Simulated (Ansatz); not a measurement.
Consider the ligand exchange at the In–S bond: `C[CH2][InH][SH]` + H–F → `C[CH2][InH][F]` + H₂S.

Computed with Ansatz on PBE0-D4/def2-TZVP structures; ΔE is electronic, products minus reactants. CCSD(T)/CBS is the MP2 limit (def2-TZVPP, def2-QZVPP) plus CCSD(T) − MP2 in def2-TZVPP, frozen cores. This one scheme is used for every species. DFT in def2-TZVPP. Elements past krypton have def2 core potentials. For In outer-core shells are correlated without core-valence functions, which leaves a few kJ/mol of doubt a bond. Each species was taken in one conformer, which may not be the lowest.

`C[CH2][InH][SH]`:

```xyz
11

C     0.152    0.705   -1.173
C     0.947    0.444    0.097
In   -0.041   -0.842    1.520
S    -2.218   -1.609    0.858
H    -0.807    1.185   -0.962
H     0.697    1.361   -1.859
H    -0.063   -0.220   -1.715
H     1.913   -0.017   -0.128
H     1.174    1.378    0.620
H     0.444   -1.428    3.059
H    -2.199   -0.958   -0.317
```

H–F:

```xyz
2

F     0.149   -0.311    0.305
H    -0.149    0.311   -0.305
```

`C[CH2][InH][F]`:

Z-matrix (Å, degrees):
```
C
C 1 1.522
H 1 1.091 2 111.8
H 1 1.095 2 110.9 3 120.5
H 1 1.092 2 111.8 3 -119.6
In 2 2.144 1 112.9 3 55.0
H 2 1.093 1 111.9 3 177.4
H 2 1.095 1 111.2 3 -64.2
F 6 1.975 2 107.4 1 -16.2
H 6 1.707 2 143.5 1 164.6
```

H₂S:

Cartesian coordinates in Å:
```
S -0.354 0.493 0.123
H 0.970 0.280 0.111
H -0.616 -0.773 -0.235
```

| level | ΔE (kJ/mol) |
| --- | --- |
| ωB97M-V | 18.4 |
| PBE0 | 23.5 |
| SCS-MP2/def2-TZVPP | 23.3 |
| SCS-MP2/def2-QZVPP | 22.0 |

(1) What does CCSD(T)/CBS give? (Best estimate.)

Largest T1 diagnostic among the species: 0.014.

Results:

(1) Computed: +24.9 kJ/mol. The listed levels differ from it by -6.5, -1.4, -1.6, -2.9 kJ/mol.

Leaving LDA and LC-ωPBE aside and taking each functional with its dispersion term where it has one, the values, not all of them listed here, spread over 21.5 kJ/mol, from BLYP-D4 to PBE-QIDH. LDA lies +12.0 kJ/mol from PBE without D4. In def2-TZVPP, CCSD(T) changes the Hartree–Fock value by +13.2 kJ/mol (the triples alone add +2.2 kJ/mol) and MP2 by +20.0 kJ/mol.

CCSD(T)/CBS has its own doubt, a few kJ/mol and more with outer-core shells, so smaller differences from it don't rank the levels.
